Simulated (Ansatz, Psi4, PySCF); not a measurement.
Complex: CH2O (SMILES C=O) (first 4 atoms) with CH2F2 (SMILES FCF); geometry from B3LYP-D3(BJ)/def2-TZVP.
(charge 0, multiplicity 1):
```xyz
9

C     -0.332    -0.101    -0.016
O      0.646    -0.714     0.317
H     -0.545     0.116    -1.080
H     -1.065     0.276     0.720
F     -0.073     0.778     3.247
C      0.003    -0.572     3.440
F     -1.206    -1.113     3.103
H      0.183    -0.761     4.499
H      0.761    -0.975     2.771
```

Interaction energies are E(AB) − E(A) − E(B) at the monomers' geometry in the complex; basis-set methods are counterpoise corrected. Rows marked so take none.

Cores are frozen in the correlated methods. Rows in 6-31G* carry no dispersion term and start afresh at each structure (6-31G* with six Cartesian d functions).

The values were computed with Ansatz (Gaussian orbitals); Psi4 for SAPT; PySCF for 6-31G* rows, the dispersion terms. Each number belongs to the level named beside it.

```
level                           interaction energy (kJ/mol)
------------------------------  ---------------------------
BLYP-D3(BJ)/def2-TZVPPD                               -11.6
BLYP-D4/def2-TZVPPD                                   -12.1
B3LYP/6-31G* (no counterpoise)                        -16.9
B3LYP-D4/def2-TZVPPD                                  -13.7
PBE0/def2-TZVPPD                                       -9.9
CAM-B3LYP-D4/def2-TZVPPD                                [?]
wB97M-V/def2-TZVPPD                                   -14.2
B2PLYP/def2-TZVPPD                                    -10.2
SAPT0/jun-cc-pV(D+d)Z                                 -14.6
```

Complete the blanks.


- CAM-B3LYP-D4/def2-TZVPPD, interaction energy (kJ/mol): -15.3

Ansatz is a quantum-chemistry and plane-wave program.
